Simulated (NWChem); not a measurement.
System: C$_{2}$H$_{9}$NSi; SMILES C[SiH](C)N

Parts of the log:

```
             Northwest Computational Chemistry Package (NWChem) 7.3.0
             --------------------------------------------------------

                             Geometry "geometry" -> ""
                             -------------------------

 Output coordinates in angstroms (scale by  1.889725989 to convert to a.u.)

  No.       Tag          Charge          X              Y              Z
 ---- ---------------- ---------- -------------- -------------- --------------
    1 Si                  14.0000    -0.06548000    -0.01267900     0.34178200
    2 C                    6.0000     0.13841900     1.76888400    -0.24370700
    3 C                    6.0000     1.44631500    -1.00588900    -0.16092200
    4 N                    7.0000    -1.47335900    -0.83881700    -0.26175500
    5 H                    1.0000    -0.21268900     0.01197500     1.83310000
    6 H                    1.0000     0.25434500     1.81981700    -1.33881600
    7 H                    1.0000    -0.73506200     2.38208800     0.02976100
    8 H                    1.0000     1.02891700     2.23431600     0.21007300
    9 H                    1.0000     1.37990100    -2.03839800     0.21398000
   10 H                    1.0000     1.54330900    -1.04863800    -1.25830700
   11 H                    1.0000     2.36867700    -0.55213800     0.23442300
   12 H                    1.0000    -1.52409100    -1.07783900    -1.24648500
   13 H                    1.0000    -2.38944000    -0.56415500     0.07587500

 Effective nuclear repulsion energy (a.u.)     177.1669975784

                                 NWChem DFT Module
                                 -----------------

 Summary of "ao basis" -> "ao basis" (spherical)
 ------------------------------------------------------------------------------
       Tag                 Description            Shells   Functions and Types
 ---------------- ------------------------------  ------  ---------------------
 Si                         def2-svp                 8       18   4s3p1d
 C                          def2-svp                 6       14   3s2p1d
 N                          def2-svp                 6       14   3s2p1d
 H                          def2-svp                 3        5   2s1p

 in cosmo_initialize ...
 calling solv_data for solv:toluene

 solvent parameters
 solvname_short: toluene
 solvname_long:  toluene
 dielec:        2.3741
 dielecinf:     2.2383
 nonaqueous SMD model solvent descriptors
 dielec:        2.3741
 sola:          0.0000
 solb:          0.1400
 solc:          0.8570
 solg:         40.2000
 solh:          0.0000
 soln:          1.4961

          ---------------
          -cosmo- solvent
          ---------------
 Cosmo: York-Karplus, doi: 10.1021/jp992097l
 dielectric constant -eps-     =   2.37
 screen = (eps-1)/(eps    )    =   0.57879
 surface charge correction     = lagrangian

   van der Waals surface
 --------------------------

[...]

                                COSMO-SMD solvation results
                                ---------------------------

             internal energy in gas <Psi(g)|H|Psi(g)> =      -425.438087796066
         internal energy in solvent <Psi(s)|H|Psi(s)> =      -425.437860989844
                               delta internal energy  =         0.000226806223 (    0.14 kcal/mol)
   total free energy in solvent <Psi(s)|H+V/2|Psi(s)> =      -425.441836740629
 polarization energy contribution <Psi(s)|V/2|Psi(s)> =        -0.003975750785 (   -2.49 kcal/mol)
    total free energy in solvent including G(SMD-CDS) =      -425.441066669498
                       G(SMD-CDS) energy contribution =         0.000770071131 (    0.48 kcal/mol)
     1 M fixed-concentration free energy of solvation =        -0.002978873432 (   -1.87 kcal/mol)

                       DFT Final Molecular Orbital Analysis
                       ------------------------------------

 Vector   19  Occ=2.000000D+00  E=-3.256758D-01
              MO Center= -1.2D-01,  3.2D-01,  2.9D-01, r^2= 3.5D+00
   Bfn.  Coefficient  Atom+Function         Bfn.  Coefficient  Atom+Function
  ----- ------------  ---------------      ----- ------------  ---------------
    23      0.270503   2 C  py               61      0.246907   5 H  s
    51      0.210296   4 N  py               10      0.188088   1 Si pz
     9     -0.166720   1 Si py               26      0.159604   2 C  py
    54     -0.159379   4 N  py               24     -0.154031   2 C  pz
    62      0.153640   5 H  s                13      0.141487   1 Si pz

 Vector   20  Occ=2.000000D+00  E=-3.175545D-01
              MO Center=  5.6D-01, -3.6D-01,  3.1D-01, r^2= 3.1D+00
   Bfn.  Coefficient  Atom+Function         Bfn.  Coefficient  Atom+Function
  ----- ------------  ---------------      ----- ------------  ---------------
    36      0.293383   3 C  px               61      0.241784   5 H  s
    37     -0.211514   3 C  py               39      0.179206   3 C  px
     8     -0.176436   1 Si px               62      0.158032   5 H  s
    10      0.153663   1 Si pz               35     -0.140466   3 C  s
     9      0.132611   1 Si py               40     -0.131833   3 C  py

 Vector   21  Occ=2.000000D+00  E=-2.531506D-01
              MO Center= -1.0D+00, -4.5D-01, -1.5D-01, r^2= 2.5D+00
   Bfn.  Coefficient  Atom+Function         Bfn.  Coefficient  Atom+Function
  ----- ------------  ---------------      ----- ------------  ---------------
    51      0.460410   4 N  py               54     -0.403093   4 N  py
    21      0.235464   2 C  s                23     -0.212518   2 C  py
    52     -0.203236   4 N  pz               26     -0.173673   2 C  py
    55      0.166978   4 N  pz               49      0.115493   4 N  s
    62     -0.096580   5 H  s                48      0.088887   4 N  s

 Vector   22  Occ=0.000000D+00  E= 6.092853D-02
              MO Center= -5.8D-01, -4.3D-02, -4.9D-01, r^2= 7.1D+00
   Bfn.  Coefficient  Atom+Function         Bfn.  Coefficient  Atom+Function
  ----- ------------  ---------------      ----- ------------  ---------------
    21      1.199029   2 C  s                49      1.112379   4 N  s
    35      0.998029   3 C  s               102     -0.584276  13 H  s
    97     -0.558302  12 H  s                77     -0.550592   8 H  s
    92     -0.530223  11 H  s                 4     -0.492098   1 Si s
    72     -0.493119   7 H  s                67     -0.435962   6 H  s

 Vector   23  Occ=0.000000D+00  E= 7.880413D-02
              MO Center=  5.2D-01, -7.2D-02,  1.1D-01, r^2= 6.5D+00
   Bfn.  Coefficient  Atom+Function         Bfn.  Coefficient  Atom+Function
  ----- ------------  ---------------      ----- ------------  ---------------
    35      2.001559   3 C  s                11     -1.098538   1 Si px
    21      1.049131   2 C  s                49     -0.771672   4 N  s
    87     -0.734631  10 H  s                 4     -0.667853   1 Si s
    82     -0.584580   9 H  s                92     -0.534513  11 H  s
    67     -0.405798   6 H  s                72     -0.325820   7 H  s

 Vector   24  Occ=0.000000D+00  E= 9.575617D-02
              MO Center=  5.2D-02,  6.3D-01,  2.6D-02, r^2= 6.9D+00
   Bfn.  Coefficient  Atom+Function         Bfn.  Coefficient  Atom+Function
  ----- ------------  ---------------      ----- ------------  ---------------
    21      2.186948   2 C  s                35     -1.434635   3 C  s
    12     -1.148199   1 Si py               67     -0.914284   6 H  s
    72     -0.730640   7 H  s                77     -0.567705   8 H  s
    87      0.495385  10 H  s                49     -0.405184   4 N  s
    82      0.390430   9 H  s                92      0.369232  11 H  s

     Multipole analysis of the density
     ---------------------------------

     L   x y z        total         alpha         beta         nuclear
     -   - - -        -----         -----         ----         -------
     0   0 0 0      0.000000    -21.000000    -21.000000     42.000000

     1   1 0 0     -0.228846     -0.106900     -0.106900     -0.015046
     1   0 1 0      0.190678      0.382792      0.382792     -0.574906
     1   0 0 1     -0.529765      0.416843      0.416843     -1.363451

     2   2 0 0    -22.952318    -96.394652    -96.394652    169.836986
     2   1 1 0     -0.281034      0.461453      0.461453     -1.203940
     2   1 0 1      0.917313     -1.109656     -1.109656      3.136626
     2   0 2 0    -27.153083   -104.263878   -104.263878    181.374673
     2   0 1 1      1.073157      0.462689      0.462689      0.147779
     2   0 0 2    -25.322063    -32.423325    -32.423325     39.524586
```

Level: PBE0/def2-SVP, SMD on the gas-phase geometry. Coordinates come from a PBE0/def2-SVP optimisation. Solvent: toluene.

### Question
Reconstruct the input file.

### Answer
This is not unique; one that fits is the input that was run:
```
start job
memory heap 200 mb stack 900 mb global 1100 mb
geometry units angstroms noautosym nocenter noautoz
  Si    -0.065480    -0.012679     0.341782
  C      0.138419     1.768884    -0.243707
  C      1.446315    -1.005889    -0.160922
  N     -1.473359    -0.838817    -0.261755
  H     -0.212689     0.011975     1.833100
  H      0.254345     1.819817    -1.338816
  H     -0.735062     2.382088     0.029761
  H      1.028917     2.234316     0.210073
  H      1.379901    -2.038398     0.213980
  H      1.543309    -1.048638    -1.258307
  H      2.368677    -0.552138     0.234423
  H     -1.524091    -1.077839    -1.246485
  H     -2.389440    -0.564155     0.075875
end
basis spherical
  * library def2-svp
end
dft
  xc pbe0
  iterations 150
end
cosmo
  do_cosmo_smd true
  solvent toluene
end
task dft energy
```
